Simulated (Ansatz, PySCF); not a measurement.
SrCl2, SMILES [Cl][Sr][Cl]. Atoms are numbered in the order given.

```xyz
3

Sr     0.0000     0.0000     0.2594
Cl     0.0000    -2.4920    -0.5532
Cl     0.0000     2.4920    -0.5532
```
Charge 0, spin multiplicity 1.

The structure is a stationary point at B3LYP-D3(BJ)/def2-TZVP. The isomer is the one that the SMILES or the coordinates give; other isomers of the formula were not compared. The def2 effective core potentials stand for the cores of Sr; spin–orbit coupling is left out.

Two levels are set side by side: PBE-D3(BJ)/def2-TZVP (Ansatz, a quantum-chemistry and plane-wave program) and B3LYP-D3(BJ)/def2-TZVP (Ansatz). Each level has its own optimised geometry; the coordinates shown are those of the second. Frequencies come from the Hessian of PySCF at each geometry. Differences are taken from unrounded values.

```
quantity                            B3LYP-D3(BJ)
----------------------------------  ------------
mean bond length (Å)                       2.621
bond Sr1–Cl2 (Å)                           2.621
bond Sr1–Cl3 (Å)                           2.621
highest harmonic wavenumber (cm⁻¹)           310
mean harmonic wavenumber (cm⁻¹)              206
zero-point energy (kcal/mol)                0.88
```

**Question.** What does PBE-D3(BJ) give, and how far is it from B3LYP-D3(BJ)? (Estimate from the structure and the level; the computed values follow.)

**Answer.** 
| quantity | PBE-D3(BJ) | PBE-D3(BJ) minus B3LYP-D3(BJ) |
|---|---|---|
| mean bond length (Å) | 2.602 | -0.020 |
| bond Sr1–Cl2 (Å) | 2.602 | -0.020 |
| bond Sr1–Cl3 (Å) | 2.602 | -0.020 |
| highest harmonic wavenumber (cm⁻¹) | 310 | -1 |
| mean harmonic wavenumber (cm⁻¹) | 209 | 3 |
| zero-point energy (kcal/mol) | 0.90 | 0.01 |

On these quantities the two levels nearly agree.
